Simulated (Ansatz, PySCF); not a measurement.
GaHBr2, SMILES [Br][GaH][Br]. Atoms are numbered in the order given.

```xyz
4

Ga     0.0000     0.0000    -0.7997
H      0.0000     0.0000    -2.3502
Br     0.0000    -1.9329     0.4042
Br     0.0000     1.9329     0.4042
```
Charge 0, spin multiplicity 1.

Geometry optimised at PBE0-D3(BJ)/def2-SVP.

Two levels are set side by side: PBE-D3(BJ)/def2-SVP (Ansatz, a quantum-chemistry and plane-wave program) and PBE0-D3(BJ)/def2-SVP (Ansatz). Each level has its own optimised geometry; the coordinates shown are those of the second. Frequencies come from the Hessian of PySCF at each geometry. Differences are taken from unrounded values.

| quantity | PBE0-D3(BJ) | PBE-D3(BJ) | PBE-D3(BJ) minus PBE0-D3(BJ) |
|---|---|---|---|
| mean bond length (Å) | 2.035 | 2.051 | 0.016 |
| bond Ga1–Br3 (Å) | 2.277 | 2.296 | 0.019 |
| bond Ga1–Br4 (Å) | 2.277 | 2.296 | 0.019 |
| bond Ga1–H2 (Å) | 1.550 | 1.562 | 0.012 |
| highest harmonic wavenumber (cm⁻¹) | 2049 | 1968 | -81 |
| mean harmonic wavenumber (cm⁻¹) | 632 | 606 | -26 |
| zero-point energy (kcal/mol) | 5.42 | 5.20 | -0.23 |

GGA bonds tend to be longer and softer than those of functionals with exact exchange. Differences between two approximate levels are no errors against the true value.
